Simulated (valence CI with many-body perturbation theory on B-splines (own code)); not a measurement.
**Br²⁸⁺: what the settings do**

Computed by configuration interaction combined with many-body perturbation theory (CI+MBPT): five valence electrons over a frozen Dirac-Fock core [He], a basis of 6 s, 6 p, 5 d, 3 f, 1 g functions for each j, with the one-electron correlation potential Σ1 (screened to all orders), the two-electron term Σ2, the three-electron term Σ3, Breit, model QED; selected single and double excitations, second order for the rest, scaled by the run's own slope (own B-spline code, finite nucleus).

No measured spectrum was set against this ion. As an estimate, large intervals hold to a few tenths of a per cent, small ones and those within an open d or f shell to about a per cent. Among the levels kept, up to 4500 cm⁻¹ of a level comes from second order outside the variational space, and about a tenth of that is noise between levels of different J, which matters for small intervals.

The reference run has the lowest level (2s^2 2p1/2^2 2p3/2) J=3/2 and an ionisation energy of 3167.96 eV. Its largest variational space holds 12641 state functions.

Levels are named by their leading jj configuration (3d3/2^4 stands for four electrons in 3d with j = 3/2), which in mixed levels can hold well under half, so a name can repeat and another be missing. Letters in brackets count levels of one name in rising energy.

Changed runs:
A. correlating orbitals by l 3 3 3 2 1 → 4 4 3 0 0; highest l with Σ1, explicit Σ2 and valence Breit (higher l get mean screening factors) 3 → 2
B. three-electron term on → off
C. Breit term on → off; QED terms on → off
D. start configuration 2s2 2p3 → 2s2 3p3 (bad on purpose)

Excitation energies of the reference run in cm⁻¹, and shifts in cm⁻¹:

| Level | Reference | A | B | C |
| --- | --- | --- | --- | --- |
| (2s^2 2p1/2 2p3/2^2) J=3/2 | 338888 | +350 | +50 | +5059 |
| (2s^2 2p1/2 2p3/2^2) J=5/2 | 436354 | +1144 | +218 | +13308 |
| (2s^2 2p1/2 2p3/2^2) J=1/2 | 565190 | +783 | +389 | +4778 |
| (2s^2 2p3/2^3) J=3/2 | 889211 | +698 | +312 | +14643 |
| (2s 2p1/2^2 2p3/2^2) J=5/2 | 1305630 | -326 | +345 | +11562 |
| (2s 2p1/2^2 2p3/2^2) J=3/2 | 1539100 | -41 | +525 | +11487 |
| (2s 2p1/2^2 2p3/2^2) J=1/2 | 1553960 | -122 | +546 | +7987 |
| (2s 2p1/2 2p3/2^3) J=3/2 [a] | 1829020 | +1006 | +936 | +12425 |
| (2s 2p1/2 2p3/2^3) J=5/2 | 1932660 | +1157 | +884 | +20270 |
| (2s 2p1/2 2p3/2^3) J=1/2 | 2086980 | +947 | +1280 | +11813 |
| (2s 2p1/2 2p3/2^3) J=3/2 [b] | 2169730 | +1675 | +1587 | +17669 |
| (2s 2p3/2^4) J=1/2 | 2543320 | +1224 | +1472 | +20377 |
| Ionisation energy (eV) | 3167.96 | -0.24 | +0.11 | +1.23 |

Run D: It gave no result: the start configuration must fill the lowest shells above the core. The program said: "3p is not the lowest shell of its kind above the core".
